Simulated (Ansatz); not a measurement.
Consider the cleavage of the Si–Sb bond: `[OH][Sb]([OH])[SiH2]S` + HCl → `S[SiH2]Cl` + `[OH][SbH][OH]`.

Gas-phase electronic energies from Ansatz, PBE0-D4/def2-TZVP geometries. CBS: MP2 limit from def2 TZ/QZ plus the TZ coupled-cluster correction, frozen cores. This one scheme is used for every species. def2 core potentials past Kr. For Sb outer-core shells are correlated without core-valence functions, which leaves a few kJ/mol of doubt a bond. One conformer a species, not always the lowest.

| level | ΔE (kcal/mol) |
| --- | --- |
| MP2/def2-TZVPP | -16.1 |
| CCSD/def2-TZVPP | -16.6 |

(1) What does CCSD(T)/CBS give? (Best estimate.)

Largest T1 diagnostic among the species: 0.015.

Answers

(1) Computed: -15.0 kcal/mol. The listed levels differ from it by -1.1, -1.6 kcal/mol.

From BLYP to BHLYP (50 % exact exchange), in def2-TZVPP and without D4, ΔE moves by −2.8 kcal/mol. Leaving LDA and LC-ωPBE aside and taking each functional with its dispersion term where it has one, the values, not all of them listed here, spread over 5.6 kcal/mol, from B97M-V to PBE-D4. LDA lies +2.0 kcal/mol from PBE without D4.
